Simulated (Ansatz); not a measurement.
Geometry optimisation of n-SiSiSiSiH10 (Si₄H₁₀).

```yaml
crystal:
  periodic: [false, false, false]
  atoms:
    - {symbol: Si, position_ang: [3.000080, 0.254670, 0.187150]}
    - {symbol: Si, position_ang: [0.928100, -0.714050, -0.164910]}
    - {symbol: Si, position_ang: [-0.920110, 0.693290, -0.253200]}
    - {symbol: Si, position_ang: [-3.005410, -0.241070, 0.120070]}
    - {symbol: H, position_ang: [2.903570, 1.349610, 1.157500]}
    - {symbol: H, position_ang: [3.556380, 0.833010, -1.038730]}
    - {symbol: H, position_ang: [4.018270, -0.662660, 0.707150]}
    - {symbol: H, position_ang: [0.681320, -1.728370, 0.876510]}
    - {symbol: H, position_ang: [0.964340, -1.519310, -1.398630]}
    - {symbol: H, position_ang: [-0.917380, 1.392100, -1.550480]}
    - {symbol: H, position_ang: [-0.703870, 1.791590, 0.706480]}
    - {symbol: H, position_ang: [-3.330450, -0.299130, 1.548020]}
    - {symbol: H, position_ang: [-4.114470, 0.470250, -0.522220]}
    - {symbol: H, position_ang: [-3.060370, -1.619920, -0.374700]}
basis:
  gaussian: {orbitals: def2-SVP}
hamiltonian: {xc: r2scan, dispersion: d4}
scf: {lower_state_search: "off"}
output: {orbitals: {seedname: orbitals}}
relax: {f_tol: 0.02, max_steps: 100}
```

```sh
$ ansatz run in.yaml --threads 4 --pin off --events-out ev --progress --plain --max-ram 4787MiB
```

It prints (some lines left out):

```
Functional definition: r2SCAN
mean field -31659.90223348 eV, -1163.4799472279 hartree, gradient 9.9e-6 eV, S^2 0.000000; 0 other end points of the search recorded, 0 dependent functions left out
relax step   1: F+E_penalty+E_count = -31659.98914886 eV  Δ(F+E_penalty+E_count) = +0.000e0 eV  max|allowed force component| = 6.059e-1 eV/Å  Δτ_max = 0.0000 Å  (13 SCF iters, accepted)
mean field -31660.04437599 eV, -1163.4851708688 hartree, gradient 7.7e-7 eV, S^2 0.000000; 0 other end points of the search recorded, 0 dependent functions left out
relax step   2: F+E_penalty+E_count = -31660.13297187 eV  Δ(F+E_penalty+E_count) = -1.438e-1 eV  max|allowed force component| = 3.682e-1 eV/Å  Δτ_max = 0.1738 Å  (16 SCF iters, accepted)
mean field -31660.08632714 eV, -1163.4867125451 hartree, gradient 7.9e-7 eV, S^2 0.000000; 0 other end points of the search recorded, 0 dependent functions left out
relax step   3: F+E_penalty+E_count = -31660.17395686 eV  Δ(F+E_penalty+E_count) = -4.098e-2 eV  max|allowed force component| = 6.083e-2 eV/Å  Δτ_max = 0.1178 Å  (18 SCF iters, accepted)
mean field -31660.10544381 eV, -1163.4874150698 hartree, gradient 7.8e-7 eV, S^2 0.000000; 0 other end points of the search recorded, 0 dependent functions left out
relax step   4: F+E_penalty+E_count = -31660.19348880 eV  Δ(F+E_penalty+E_count) = -1.953e-2 eV  max|allowed force component| = 1.643e-2 eV/Å  Δτ_max = 0.1549 Å  (16 SCF iters, accepted)
mean field -31660.11305490 eV, -1163.4876947724 hartree, gradient 1.1e-6 eV, S^2 0.000000; 0 other end points of the search recorded, 0 dependent functions left out
relax step   5: F+E_penalty+E_count = -31660.20152457 eV  Δ(F+E_penalty+E_count) = -8.036e-3 eV  max|allowed force component| = 2.349e-1 eV/Å  Δτ_max = 0.1951 Å  (15 SCF iters, accepted)
mean field -31660.11739909 eV, -1163.4878544183 hartree, gradient 6.6e-7 eV, S^2 0.000000; 0 other end points of the search recorded, 0 dependent functions left out
relax step   6: F+E_penalty+E_count = -31660.20578181 eV  Δ(F+E_penalty+E_count) = -4.257e-3 eV  max|allowed force component| = 1.094e-1 eV/Å  Δτ_max = 0.0181 Å  (19 SCF iters, accepted)
mean field -31660.12169525 eV, -1163.4880122991 hartree, gradient 6.1e-7 eV, S^2 0.000000; 0 other end points of the search recorded, 0 dependent functions left out
relax step   7: F+E_penalty+E_count = -31660.21008217 eV  Δ(F+E_penalty+E_count) = -4.300e-3 eV  max|allowed force component| = 7.145e-3 eV/Å  Δτ_max = 0.0770 Å  (18 SCF iters, accepted)
mean field -31660.12388861 eV, -1163.4880929037 hartree, gradient 6.0e-7 eV, S^2 0.000000; 0 other end points of the search recorded, 0 dependent functions left out
relax step   8: F+E_penalty+E_count = -31660.21233102 eV  Δ(F+E_penalty+E_count) = -2.249e-3 eV  max|allowed force component| = 5.647e-2 eV/Å  Δτ_max = 0.1433 Å  (17 SCF iters, accepted)
mean field -31660.12354309 eV, -1163.4880802061 hartree, gradient 6.3e-7 eV, S^2 0.000000; 0 other end points of the search recorded, 0 dependent functions left out
relax step   9: F+E_penalty+E_count = -31660.21195722 eV  Δ(F+E_penalty+E_count) = +3.738e-4 eV  max|allowed force component| = 6.571e-2 eV/Å  Δτ_max = 0.0756 Å  (17 SCF iters, rejected (line search))
mean field -31660.12503678 eV, -1163.4881350982 hartree, gradient 6.3e-7 eV, S^2 0.000000; 0 other end points of the search recorded, 0 dependent functions left out
relax step  10: F+E_penalty+E_count = -31660.21340461 eV  Δ(F+E_penalty+E_count) = -1.074e-3 eV  max|allowed force component| = 3.112e-2 eV/Å  Δτ_max = 0.0374 Å  (18 SCF iters, accepted)
mean field -31660.12543773 eV, -1163.4881498327 hartree, gradient 6.3e-7 eV, S^2 0.000000; 0 other end points of the search recorded, 0 dependent functions left out
relax step  11: F+E_penalty+E_count = -31660.21381529 eV  Δ(F+E_penalty+E_count) = -4.107e-4 eV  max|allowed force component| = 3.310e-2 eV/Å  Δτ_max = 0.0432 Å  (18 SCF iters, accepted)
mean field -31660.12576536 eV, -1163.4881618731 hartree, gradient 6.3e-7 eV, S^2 0.000000; 0 other end points of the search recorded, 0 dependent functions left out
relax step  12: F+E_penalty+E_count = -31660.21411878 eV  Δ(F+E_penalty+E_count) = -3.035e-4 eV  max|allowed force component| = 2.022e-2 eV/Å  Δτ_max = 0.0316 Å  (18 SCF iters, accepted)
mean field -31660.12617638 eV, -1163.4881769778 hartree, gradient 6.2e-7 eV, S^2 0.000000; 0 other end points of the search recorded, 0 dependent functions left out
relax step  13: F+E_penalty+E_count = -31660.21451002 eV  Δ(F+E_penalty+E_count) = -3.912e-4 eV  max|allowed force component| = 2.095e-2 eV/Å  Δτ_max = 0.0551 Å  (18 SCF iters, accepted)
mean field -31660.12642471 eV, -1163.4881861035 hartree, gradient 6.3e-7 eV, S^2 0.000000; 0 other end points of the search recorded, 0 dependent functions left out
relax step  14: F+E_penalty+E_count = -31660.21475377 eV  Δ(F+E_penalty+E_count) = -2.438e-4 eV  max|allowed force component| = 2.917e-2 eV/Å  Δτ_max = 0.0216 Å  (18 SCF iters, accepted)
mean field -31660.12673699 eV, -1163.4881975799 hartree, gradient 6.3e-7 eV, S^2 0.000000; 0 other end points of the search recorded, 0 dependent functions left out
relax step  15: F+E_penalty+E_count = -31660.21511040 eV  Δ(F+E_penalty+E_count) = -3.566e-4 eV  max|allowed force component| = 3.404e-2 eV/Å  Δτ_max = 0.0408 Å  (18 SCF iters, accepted)
mean field -31660.12683586 eV, -1163.4882012130 hartree, gradient 6.3e-7 eV, S^2 0.000000; 0 other end points of the search recorded, 0 dependent functions left out
relax step  16: F+E_penalty+E_count = -31660.21519791 eV  Δ(F+E_penalty+E_count) = -8.751e-5 eV  max|allowed force component| = 3.689e-2 eV/Å  Δτ_max = 0.0334 Å  (18 SCF iters, accepted)
mean field -31660.12688920 eV, -1163.4882031732 hartree, gradient 6.3e-7 eV, S^2 0.000000; 0 other end points of the search recorded, 0 dependent functions left out
relax step  17: F+E_penalty+E_count = -31660.21529889 eV  Δ(F+E_penalty+E_count) = -1.010e-4 eV  max|allowed force component| = 2.448e-2 eV/Å  Δτ_max = 0.0249 Å  (18 SCF iters, accepted)
mean field -31660.12699285 eV, -1163.4882069823 hartree, gradient 8.2e-7 eV, S^2 0.000000; 0 other end points of the search recorded, 0 dependent functions left out
relax step  18: F+E_penalty+E_count = -31660.21536552 eV  Δ(F+E_penalty+E_count) = -6.663e-5 eV  max|allowed force component| = 1.287e-2 eV/Å  Δτ_max = 0.0101 Å  (12 SCF iters, accepted)
Total energy: -31660.21537916 eV, -1163.4914551193 hartree
Atom 0 at     2.954171     0.276390     0.071742 Å, force     0.004066     0.008865    -0.001677 eV/Å
Atom 1 at     0.860750    -0.777911     0.176699 Å, force    -0.000115    -0.000025    -0.011266 eV/Å
Atom 2 at    -0.861272     0.777718    -0.186530 Å, force     0.002472     0.006198     0.012868 eV/Å
Atom 3 at    -2.954215    -0.276194    -0.064348 Å, force     0.002252     0.001339    -0.010125 eV/Å
Atom 4 at     3.025710     1.345739     1.114907 Å, force     0.001568    -0.004955    -0.005645 eV/Å
Atom 5 at     3.127493     0.908586    -1.272613 Å, force    -0.000560    -0.003368     0.008037 eV/Å
Atom 6 at     4.071433    -0.692061     0.296565 Å, force    -0.005767     0.002992    -0.000498 eV/Å
Atom 7 at     0.675966    -1.416553     1.519019 Å, force    -0.004022     0.001210     0.002852 eV/Å
Atom 8 at     0.776074    -1.852138    -0.863904 Å, force     0.001776    -0.004788    -0.000342 eV/Å
Atom 9 at    -0.680721     1.409230    -1.533301 Å, force     0.000382    -0.005501     0.004566 eV/Å
Atom 10 at    -0.772045     1.857667     0.848268 Å, force    -0.001471     0.000654    -0.004015 eV/Å
Atom 11 at    -3.125703    -0.890318     1.287787 Å, force     0.000350    -0.000527     0.003500 eV/Å
Atom 12 at    -4.071533     0.688977    -0.301474 Å, force     0.002239    -0.001920     0.001394 eV/Å
Atom 13 at    -3.026107    -1.359121    -1.092807 Å, force    -0.003171    -0.000173     0.000351 eV/Å
Dipole moment:    -0.000817    -0.000152     0.000109 e Å
Checks for a lower state left out: stability, starts, cluster_reference, orbital_swaps, neighbouring_geometries, increment
```

Hardware: 4 threads of Arm Neoverse V2 on a shared host. Wall time 32 s.

Another isomer (singlet) lies 0.06 eV lower at PBE0-D4/def2-TZVP; other spin states weren't run for this one.
